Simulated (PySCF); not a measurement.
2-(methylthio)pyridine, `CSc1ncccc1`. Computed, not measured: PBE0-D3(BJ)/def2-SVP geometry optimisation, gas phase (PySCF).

```
atom  x, y, z in Å
C1     2.9650   -0.1861    0.0573
S2     1.9456    1.2750    0.3085
C3     0.3321    0.5920    0.1287
C4    -0.7681    1.4590    0.2611
C5    -2.0387    0.9252    0.1197
C6    -2.1821   -0.4400   -0.1463
C7    -1.0256   -1.2031   -0.2568
N8     0.2032   -0.7040   -0.1234
H9     4.0053    0.1528    0.1534
H10    2.7964   -0.6118   -0.9403
H11    2.7444   -0.9498    0.8140
H12   -0.6145    2.5199    0.4691
H13   -2.9167    1.5687    0.2160
H14   -3.1654   -0.8981   -0.2644
H15   -1.0882   -2.2774   -0.4644
```

(1) How far are the heavy atoms from their best plane (unweighted least squares)?

(2) Which two atoms are farthest apart?

(3) Where is the centre of mass (commonest isotopes), and what is the radius of gyration?

(4) Work out the bond lengths C1–H9, S2–C3, C4–H12, C5–H13, C7–H15 in pm.

(5) What are the angles H9–C1–H10, S2–C3–N8, C3–C4–C5, C3–C4–H12, C4–C5–H13, C6–C7–N8, C3–N8–C7?

(6) How far apart are these pairs, which share no bond: C3···H10, C4···C7, C5···H12, C6···H9, N8···H13, H12···H14?

(7) What is the repulsion energy of the bare nuclei, Σ ZA·ZB/RAB?

(8) Write the matrix of distances between heavy atoms (Å, lower triangle).

Results:

(1) 0.001 Å rms; none is more than 0.001 Å off.

(2) H9···H14, 7.26 Å; the next longest distance is 7.07 Å.

(3) Mass 125.030 u; centre at (0.274, 0.353, 0.081) Å; Rg = √(Σ m r²/M) = 2.048 Å. As Ia + Ib + Ic = 2 Σ m r², the three principal moments sum to 1048.4 u·Å².

(4) For C1–H9 the difference vector is (1.0403, 0.3389, 0.0961) Å, of length 1.0983 Å. C1–H9 109.8; S2–C3 176.1; C4–H12 109.2; C5–H13 109.3; C7–H15 109.6 pm.

(5) From the scalar product of the two bond vectors; for H9–C1–H10 it is -0.4155 Å² over 1.0983 × 1.0977 Å², cos θ = -0.3447. H9–C1–H10 110.2°; S2–C3–N8 119.2°; C3–C4–C5 118.0°; C3–C4–H12 120.4°; C4–C5–H13 120.1°; C6–C7–N8 123.6°; C3–N8–C7 118.3°.

(6) C3···H10 2.944 Å (3 bonds apart); C4···C7 2.724 Å (3 bonds apart); C5···H12 2.166 Å (2 bonds apart); C6···H9 6.223 Å (6 bonds apart); N8···H13 3.875 Å (4 bonds apart); H12···H14 4.328 Å (4 bonds apart).

(7) 409.43 Eh over 105 pairs, with full nuclear charges and distances in bohr; the largest single term is 28.84 Eh (S2 with C3).

(8) 
```
C1    0.000
S2    1.799  0.000
C3    2.746  1.761  0.000
C4    4.085  2.720  1.407  0.000
C5    5.126  4.004  2.394  1.385  0.000
C6    5.157  4.493  2.732  2.402  1.398  0.000
C7    4.130  3.910  2.283  2.724  2.387  1.390  0.000
N8    2.816  2.672  1.327  2.402  2.782  2.400  1.333  0.000
```

PBE0-D3(BJ)/def2-SVP frequencies: not computed here. The numbers are those of one conformer.

The run took 1.8 min on one thread, Intel Xeon Platinum 8259CL at 2.50 GHz (x86_64), no GPU, shared host with 48 logical CPUs at a one-minute load of 47, and the process peaked at 0.74 GiB of memory. These figures are those of the optimisation.
